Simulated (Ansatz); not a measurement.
C5HF7 (`FC1=CC(F)(F)C(F)(F)C1(F)F`), charge 0, multiplicity 1.

(1) Give a relaxed structure at PBE0-D4/def2-TZVP (Ansatz). (Estimate.)

## Answers

(1) The calculation gave: 
```xyz
13

F     0.009    0.169   -2.643
C     0.085   -0.001   -1.346
C     0.709   -0.977   -0.706
C     0.591   -0.791    0.767
F     0.237   -1.922    1.402
F     1.757   -0.381    1.311
C    -0.496    0.315    0.942
F    -1.676   -0.258    1.206
F    -0.204    1.171    1.918
C    -0.567    1.011   -0.450
F     0.117    2.170   -0.440
F    -1.826    1.284   -0.816
H     1.264   -1.792   -1.147
```
This is one stationary point; other conformers may exist.
